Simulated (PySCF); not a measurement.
CH$_{5}$AlFNO, singlet, at a GFN2-xTB geometry (such geometries of metal compounds can be far from the true shape); DF-R2SCAN/def2-TZVPPD (PySCF).

The PySCF input:
```python
from pyscf import gto, scf, dft

mol = gto.Mole()
mol.atom = '''
    Al   -0.254968    0.312069    0.343889
    F    -1.901797    0.417523    0.392550
    O     0.407974   -0.695807   -0.767647
    C     1.069980   -1.517006   -1.681673
    H     1.078589   -2.547358   -1.317829
    H     0.560190   -1.486454   -2.647790
    H     2.101272   -1.179683   -1.813867
    N     0.710405    1.271304    1.474773
    H     0.318202    1.895763    2.160483
    H     1.716005    1.272482    1.523299
'''
mol.basis = 'def2-tzvppd'
mol.charge = 0
mol.spin = 0
mol.verbose = 4
mol.max_memory = 1800
mol.build()

mf = dft.RKS(mol)
mf.xc = 'r2scan'
mf = mf.density_fit(auxbasis='def2-universal-jkfit')
mf.kernel()
```

It wrote (shortened):

```
PySCF version 2.14.0

[INPUT] verbose = 4
[INPUT] num. atoms = 10
[INPUT] num. electrons = 48
[INPUT] charge = 0
[INPUT] spin (= nelec alpha-beta = 2S) = 0
[INPUT] symmetry False subgroup None
[INPUT] Mole.unit = angstrom
[INPUT] Symbol           X                Y                Z      unit          X                Y                Z       unit  Magmom
[INPUT]  1 Al    -0.254968000000   0.312069000000   0.343889000000 AA   -0.481819690528   0.589724941967   0.649856027251 Bohr   0.0
[INPUT]  2 F     -1.901797000000   0.417523000000   0.392550000000 AA   -3.593875474519   0.789004120707   0.741811990198 Bohr   0.0
[INPUT]  3 O      0.407974000000  -0.695807000000  -0.767647000000 AA    0.770959125943  -1.314884665555  -1.450642590344 Bohr   0.0
[INPUT]  4 C      1.069980000000  -1.517006000000  -1.681673000000 AA    2.021969158762  -2.866725869322  -3.177901401076 Bohr   0.0
[INPUT]  5 H      1.078589000000  -2.547358000000  -1.317829000000 AA    2.038237810969  -4.813808961220  -2.490335889009 Bohr   0.0
[INPUT]  6 H      0.560190000000  -1.486454000000  -2.647790000000 AA    1.058605677720  -2.808990956764  -5.003597935362 Bohr   0.0
[INPUT]  7 H      2.101272000000  -1.179683000000  -1.813867000000 AA    3.970828593217  -2.229277783805  -3.427711856386 Bohr   0.0
[INPUT]  8 N      0.710405000000   1.271304000000   1.474773000000 AA    1.342470887522   2.402416381064   2.786917065903 Bohr   0.0
[INPUT]  9 H      0.318202000000   1.895763000000   2.160483000000 AA    0.601314632289   3.582472867084   4.082721166779 Bohr   0.0
[INPUT] 10 H      1.716005000000   1.272482000000   1.523299000000 AA    3.242779478384   2.404642478439   2.878617915824 Bohr   0.0

nuclear repulsion = 224.39173516823
number of shells = 105
number of NR pGTOs = 378
number of NR cGTOs = 287
basis = def2-tzvppd
ecp = {}

******** <class 'pyscf.df.df_jk.DFRKS'> ********
method = DFRKS
initial guess = minao
damping factor = 0
level_shift factor = 0
DIIS = <class 'pyscf.scf.diis.CDIIS'>
diis_start_cycle = 1
diis_space = 8
diis_damp = 0
SCF conv_tol = 1e-09
SCF conv_tol_grad = None
SCF max_cycles = 50
direct_scf = False
XC library pyscf.dft.libxc version 7.1.2
    S. Lehtola, C. Steigemann, M. J. T. Oliveira, and M. A. L. Marques,  SoftwareX 7, 1–5 (2018)
XC functionals = r2scan
    J. W. Furness, A. D. Kaplan, J. Ning, J. P. Perdew, and J. Sun,  J. Phys. Chem. Lett. 11, 8208–8215 (2020)
    J. W. Furness, A. D. Kaplan, J. Ning, J. P. Perdew, and J. Sun,  J. Phys. Chem. Lett. 11, 9248–9248 (2020)
    J. W. Furness, A. D. Kaplan, J. Ning, J. P. Perdew, and J. Sun,  J. Phys. Chem. Lett. 11, 8208–8215 (2020)
    J. W. Furness, A. D. Kaplan, J. Ning, J. P. Perdew, and J. Sun,  J. Phys. Chem. Lett. 11, 9248–9248 (2020)
radial grids:
    Treutler-Ahlrichs [JCP 102, 346 (1995); DOI:10.1063/1.469408] (M4) radial grids

becke partition: Becke, JCP 88, 2547 (1988); DOI:10.1063/1.454033
pruning grids: <function nwchem_prune>
grids dens level: 3
symmetrized grids: False
atomic radii adjust function: <function treutler_atomic_radii_adjust>
small_rho_cutoff = 0
Set gradient conv threshold to 3.16228e-05
Initial guess from minao.
tot grids = 124584
init E= -513.626197665927
  HOMO = -0.332314935782631  LUMO = -0.0918460149223445  gap/eV = 6.54349
cycle= 1 E= -513.270928855582  delta_E= 0.355  |g|= 1.13  |ddm|= 2.99
  HOMO = -0.0761768481869585  LUMO = 0.00686541206758229  gap/eV = 2.25969
cycle= 2 E= -512.626577673301  delta_E= 0.644  |g|= 2.17  |ddm|= 2.09
  HOMO = -0.222954673470169  LUMO = -0.0307096956883273  gap/eV = 5.23125
cycle= 3 E= -513.490565901544  delta_E= -0.864  |g|= 0.184  |ddm|=  1.5
  HOMO = -0.244004648406867  LUMO = -0.0328672082101414  gap/eV = 5.74534
cycle= 4 E= -513.494042352686  delta_E= -0.00348  |g|= 0.132  |ddm|= 0.158
  HOMO = -0.233659677650708  LUMO = -0.0315060962881593  gap/eV = 5.50088
cycle= 5 E= -513.497288060122  delta_E= -0.00325  |g|= 0.0158  |ddm|= 0.0814
  HOMO = -0.234223721278143  LUMO = -0.0310584974865683  gap/eV = 5.52841
cycle= 6 E= -513.497332253905  delta_E= -4.42e-05  |g|= 0.00442  |ddm|= 0.0159
  HOMO = -0.234694152646964  LUMO = -0.0313376626478417  gap/eV = 5.53361
cycle= 7 E= -513.497335563659  delta_E= -3.31e-06  |g|= 0.00255  |ddm|= 0.00491
  HOMO = -0.234526898386289  LUMO = -0.0313331750626291  gap/eV = 5.52918
cycle= 8 E= -513.497336596495  delta_E= -1.03e-06  |g|= 0.000704  |ddm|= 0.00193
  HOMO = -0.234577549057953  LUMO = -0.0313167476542946  gap/eV = 5.53101
cycle= 9 E= -513.497336687867  delta_E= -9.14e-08  |g|= 0.000144  |ddm|= 0.000515
  HOMO = -0.234570362284205  LUMO = -0.031309627351971  gap/eV = 5.53101
cycle= 10 E= -513.497336691483  delta_E= -3.62e-09  |g|= 5.64e-05  |ddm|= 0.000159
  HOMO = -0.234573371998513  LUMO = -0.0313113900485762  gap/eV = 5.53104
cycle= 11 E= -513.497336692169  delta_E= -6.86e-10  |g|= 4.4e-06  |ddm|= 5.57e-05
  HOMO = -0.234572587944343  LUMO = -0.0313113190746819  gap/eV = 5.53102
Extra cycle  E= -513.497336692164  delta_E= 4.89e-12  |g|= 7.09e-06  |ddm|= 1.16e-05
converged SCF energy = -513.497336692164
```
